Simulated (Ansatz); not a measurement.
Two isomers of H7NOSiSn: A = `N[SiH](O)[SnH3]`, B = `N[SiH2][O][SnH3]`.

Computed with Ansatz on PBE0-D4/def2-TZVP structures; ΔE is electronic, products minus reactants. CBS: MP2 limit from def2 TZ/QZ plus the TZ coupled-cluster correction, frozen cores. DFT in def2-TZVPP. B3LYP here is the variant with VWN-RPA as its local correlation; programs differ in this. def2 core potentials past Kr. For Sn outer-core shells are correlated without core-valence functions, which leaves a few kJ/mol of doubt a bond. One conformer a species, not always the lowest.

(1) Which is lower in electronic energy at CCSD(T)/CBS, and by how much? (An estimate is asked.)

(2) Give E(B) − E(A) in kcal/mol with B3LYP, CCSD(T)/def2-TZVPP, MP2/def2-TZVPP, HF/def2-TZVPP, r2SCAN-D4, PBE0-D4, CCSD/def2-TZVPP. (Best estimate.)

Largest T1 diagnostic: 0.013.

## Answers

(1) The calculation gave: B, by 5.8 kcal/mol.

(2) The calculation gave: B3LYP -4.5, CCSD(T)/def2-TZVPP -5.9, MP2/def2-TZVPP -6.1, HF/def2-TZVPP -9.4, r2SCAN-D4 -4.3, PBE0-D4 -1.8, CCSD/def2-TZVPP -6.0. None reverses the order clearly.

In def2-TZVPP, CCSD(T) changes the Hartree–Fock value by +3.4 kcal/mol (the triples alone add +0.1 kcal/mol) and MP2 by +3.3 kcal/mol.
